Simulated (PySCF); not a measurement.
# Radial density of Ge (germanium, neutral)

UHF, [Ar] 3d10 4s1 4p2 4d1, one real determinant (an excited configuration). Calculation: PySCF 2.14, in aug-cc-pVTZ-PP with ECP10MDF (6s5p4d2f, 55 functions); a scalar-relativistic core potential. This is the valence pseudo-density: the core potential removes the inner electrons and smooths the orbitals near the nucleus.

| r (bohr) | 4πr²ρ (e/bohr) | 4πr²(ρα − ρβ) |
| --- | --- | --- |
| 0.00159 | 2.776e-05 | 0.0000 |
| 0.00268 | 7.719e-05 | 0.0000 |
| 0.00450 | 0.0002085 | 0.0000 |
| 0.00757 | 0.0005268 | 0.0000 |
| 0.0127 | 0.001199 | 0.0001 |
| 0.0214 | 0.002543 | 0.0001 |
| 0.0360 | 0.006040 | 0.0002 |
| 0.0606 | 0.03455 | 0.0002 |
| 0.102 | 0.3312 | -0.0009 |
| 0.171 | 2.481 | -0.0055 |
| 0.288 | 12.07 | 0.0427 |
| 0.485 | 28.38 | 0.1766 |
| 0.816 | 16.64 | -0.0178 |
| 1.37 | 3.349 | 0.9988 |
| 2.31 | 1.495 | 1.4182 |
| 3.88 | 0.4755 | 0.4753 |
| 6.53 | 0.1765 | 0.1765 |
| 11.0 | 0.001309 | 0.0013 |

⟨L²⟩ = 8.00 against 12 for a pure F term, so this real determinant mixes terms. Energies and moments cover only the electrons outside the core potential. The outer electron is Rydberg-like, and this basis confines it to a smaller radius and binds it less than a complete one would.

(1) Where is the radial spin density 4πr²(ρα − ρβ) most negative, and why is it negative at all?

## Answers

(1) Around r = 0.816 bohr, down to -0.0178 e/bohr: exchange with the open shell polarises the paired shells in an unrestricted calculation.
